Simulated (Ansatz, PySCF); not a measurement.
Gas-phase reaction R1 + R2 → P1 + P2, each structure at its B3LYP-D3(BJ)/def2-TZVP stationary point, reached from a drawn start (curvature not checked).
P1: H2 (SMILES [H][H]), charge 0, multiplicity 1.
R1, HCl (SMILES Cl) (charge 0, multiplicity 1, Z-matrix in Å and degrees):
```
Cl
H 1 1.2820
```
R2, SiH4 (SMILES [SiH4]) (charge 0, multiplicity 1):
```xyz
5

Si     0.000     0.000     0.000
H      0.855     0.855     0.855
H     -0.855    -0.855     0.855
H     -0.855     0.855    -0.855
H      0.855    -0.855    -0.855
```
P2, ClH3Si (SMILES [SiH3]Cl) (charge 0, multiplicity 1, Z-matrix in Å and degrees):
```
Si
H 1 1.4757
H 1 1.4757 2 110.44
H 1 1.4757 2 110.44 3 -122.46
Cl 1 2.0664 2 108.48 4 -118.77
```

P less R. No zero-point or thermal terms.

Frozen-core correlation throughout. CBS: X⁻³ extrapolation of the correlation energy, Hartree–Fock from the larger set.

Programs: Ansatz (Gaussian basis) for Hartree–Fock, density functionals and correlated methods; PySCF for the D3/D4 terms. All values are computed, each at the level named.

One of these levels gives -81.9 kJ/mol for the reaction energy. Which one is it?
A) MP2/CBS(cc-pV(T+d)Z, cc-pV(Q+d)Z)
B) r2SCAN-D4/def2-TZVPP
C) HF/cc-pV(T+d)Z
D) B97M-V/def2-TZVPP

A, MP2/CBS(cc-pV(T+d)Z, cc-pV(Q+d)Z). The others give -62.7 (HF/cc-pV(T+d)Z), -74.9 (r2SCAN-D4/def2-TZVPP), -69.0 (B97M-V/def2-TZVPP)

Ansatz is a quantum-chemistry and plane-wave program.
